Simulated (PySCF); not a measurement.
A PySCF script (with the pyscf-properties extension) for the NMR shieldings of SMILES C[C@@H](CF)[Si@]1(C)C[C@H](F)C1, C₇H₁₄F₂Si, on a GFN2-xTB geometry:

```python
import basis_set_exchange as bse
import numpy as np
from pyscf import gto, dft
from pyscf.prop import nmr

atoms = """
C    -2.182736    0.171894   -1.289358
C    -1.325702    0.694064   -0.139908
C    -2.077109    0.573357    1.176740
F    -2.202833   -0.748405    1.544943
Si    0.345824   -0.241473   -0.042932
C     0.166966   -2.125160   -0.207479
C     1.581424    0.350786    1.296542
C     2.650278    0.541524    0.215404
F     3.344787    1.725729    0.355565
C     1.794903    0.503475   -1.054214
H    -2.454160   -0.864644   -1.108893
H    -1.640455    0.228420   -2.229375
H    -3.097935    0.754579   -1.383533
H    -1.145256    1.761095   -0.294715
H    -1.542613    1.068713    1.992845
H    -3.096822    0.968265    1.105106
H    -0.555983   -2.506987    0.506082
H    -0.171319   -2.401050   -1.201859
H     1.114117   -2.624644   -0.028095
H     1.336790    1.312407    1.742597
H     1.877823   -0.320868    2.095962
H     3.404510   -0.250259    0.232336
H     2.239057   -0.066907   -1.863469
H     1.624711    1.515854   -1.412738
"""
names = dict.fromkeys(["C", "F", "Si", "H"], "pcSseg-1")
basis = {el: gto.basis.parse(bse.get_basis(n, elements=[el], fmt="nwchem")) for el, n in names.items()}
mol = gto.M(atom=atoms, basis=basis, charge=0, verbose=0)
mf = dft.RKS(mol, xc="PBE0")
mf.grids.level = 2
mf.grids.alignment = dft.numint.BLKSIZE   # the property module wants whole blocks of grid points
mf.conv_tol = 1e-9
mf.kernel()

calc = nmr.RKS(mf)   # GIAO
C = mf.mo_coeff
Co = C[:, mf.mo_occ > 0]
resp = mf.gen_response(singlet=True, hermi=2)
def vind(x):   # induced exchange potential for any number of trial vectors
    d = np.einsum("pi,xij,qj->xpq", C, 2 * x.reshape(-1, C.shape[1], Co.shape[1]), Co, optimize=True)
    return np.einsum("xpq,pi,qj->xij", resp(d - d.transpose(0, 2, 1)), C, Co, optimize=True).ravel()
mo1, _ = nmr.rhf.solve_mo1(calc, with_cphf=vind)
sigma = calc.kernel(mo1)
for i, s in enumerate(sigma):   # ppm
    w = np.linalg.eigvalsh((s + s.T) / 2)
    print("%2d %-2s iso %8.1f  s11 %8.1f  s22 %8.1f  s33 %8.1f" % (i, mol.atom_pure_symbol(i), w.mean(), *w))
```

**Question.** What are the results?

**Answer.** 
```
 0 C  iso    172.8  s11    156.5  s22    174.2  s33    187.6
 1 C  iso    156.0  s11    140.9  s22    158.6  s33    168.4
 2 C  iso     97.0  s11     59.8  s22     85.4  s33    145.7
 3 F  iso    422.0  s11    372.9  s22    424.4  s33    468.7
 4 Si iso    360.0  s11    307.8  s22    329.1  s33    443.2
 5 C  iso    188.8  s11    180.4  s22    192.6  s33    193.4
 6 C  iso    159.6  s11    135.8  s22    155.1  s33    187.9
 7 C  iso     99.5  s11     62.4  s22     81.3  s33    154.7
 8 F  iso    335.3  s11    281.7  s22    352.4  s33    371.7
 9 C  iso    158.6  s11    134.1  s22    156.4  s33    185.3
10 H  iso     30.3  s11     26.1  s22     29.8  s33     34.9
11 H  iso     30.6  s11     25.5  s22     29.8  s33     36.6
12 H  iso     30.5  s11     25.8  s22     27.3  s33     38.4
13 H  iso     30.8  s11     26.9  s22     29.2  s33     36.2
14 H  iso     26.7  s11     23.1  s22     26.4  s33     30.4
15 H  iso     27.0  s11     22.1  s22     26.8  s33     32.1
16 H  iso     31.1  s11     25.7  s22     30.1  s33     37.7
17 H  iso     31.2  s11     26.8  s22     29.3  s33     37.6
18 H  iso     31.6  s11     26.6  s22     29.2  s33     39.1
19 H  iso     30.0  s11     26.6  s22     29.3  s33     34.0
20 H  iso     29.8  s11     26.0  s22     27.8  s33     35.6
21 H  iso     26.5  s11     23.0  s22     27.5  s33     29.0
22 H  iso     29.9  s11     26.1  s22     27.9  s33     35.7
23 H  iso     30.0  s11     26.8  s22     29.1  s33     34.2
```

These numbers come from an equivalent density-fitted implementation of the same equations, which agrees with the script to about 0.01 ppm for H and up to a few tenths of a ppm for heavy atoms, so last digits may differ.

**Question.** Turn these shieldings into chemical shifts. Referencing at the same level of theory: ¹³C (σ = 186.93 ppm), ²⁹Si (σ = 349.16 ppm), ¹H (σ = 31.72 ppm) vs TMS; CFCl3 for ¹⁹F (σ = 170.95 ppm).

**Answer.** Averaging equivalent atoms: C 2: 90.0; C 7: 87.5; C 1: 30.9; C 9: 28.3; C 6: 27.3; C 0: 14.2; C 5: -1.9; F 8: -164.3; F 3: -251.1; Si 4: -10.9; H 21: 5.20; H 14: 5.06; H 15: 4.73; H 20: 1.90; H 22: 1.85; H 19: 1.76; H 23: 1.68; H 10/11/12: 1.26; H 13: 0.96; H 16/17/18: 0.38 ppm. Unscaled 19F shifts against computed CFCl3 carry errors that often reach 10 to 50 ppm.

Size and cost of the density-fitted run: 247 basis functions, 120 s wall time on 1 thread of an Intel Xeon, shared host; peak memory 1.2 GiB.
